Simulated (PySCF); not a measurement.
Cartesian coordinates in Å; atom numbers follow the order of the lines, from 1:
```xyz
19

C    -0.775   -1.728    0.674
C    -0.333   -0.492   -0.055
C    -1.426    0.463   -0.488
C    -1.706    1.566    0.522
Cl   -0.257    2.542    0.832
Cl   -2.284    0.931    2.072
Cl   -2.972    2.656   -0.120
C     0.931   -0.249   -0.344
C     2.258   -0.916   -0.097
Si    2.344    0.736   -1.033
H    -1.506   -2.275    0.080
H    -1.238   -1.472    1.625
H     0.078   -2.373    0.865
H    -1.137    0.951   -1.422
H    -2.359   -0.082   -0.648
H     2.564   -0.992    0.939
H     2.419   -1.852   -0.618
H     2.580    0.680   -2.466
H     2.807    1.915   -0.326
```

Level of theory: shieldings: GIAO PBE0/pcSseg-1, structure optimised with GFN2-xTB, in PySCF 2.14.0 with density-fitted response routines (isolated molecule, a single conformation, non-relativistic Hamiltonian, averaged over atoms made equivalent by symmetry, fast rotation or ring inversion).

Question: Predict the 2D correlation tables (HSQC, COSY, HMBC).

Answer: 

HSQC (one-bond C–H):
| δH | δC |
| --- | --- |
| 3.35 (H14/H15) | 66.0 (C3) |
| 2.42 (H11/H12/H13) | 27.0 (C1) |
| 1.31 (H16/H17) | 2.8 (C9) |

COSY cross peaks (H two or three bonds apart, from the bond graph; peaks can be absent where the dihedral angle is near 90°):
| δH | δH |
| --- | --- |
| 3.34 (H18/H19) | 1.31 (H16/H17) |

HMBC (two and three bonds, from the bond graph):
| δH | δC |
| --- | --- |
| 3.35 (H14/H15) | 146.8 (C2), 144.5 (C8), 124.5 (C4), 27.0 (C1) |
| 3.34 (H18/H19) | 146.8 (C2), 144.5 (C8), 2.8 (C9) |
| 2.42 (H11/H12/H13) | 146.8 (C2), 144.5 (C8), 66.0 (C3) |
| 1.31 (H16/H17) | 146.8 (C2), 144.5 (C8) |

Scale: 1H (σ = 31.72 ppm), 13C (σ = 186.93 ppm) against TMS (reference shieldings calculated alike).

Short H···H contacts in this conformer between protons four or more bonds apart (candidates for NOE cross peaks, intensity ∝ r⁻⁶): H11···H15 2.46 Å.

Carbons that carry Cl, above all several Cl atoms, come out too deshielded, partly because spin–orbit coupling is missing. Shifts are as computed. Against solution values, carbons near 30 ppm lie about +3 ppm off and those near 130 ppm about +5 ppm; carbons on Cl a further +6 ppm. Of 1309 compounds with measured shifts, 239 miss one by over three times the rms of a fit or turn the order of signals round; such compounds aren't used in these exercises.
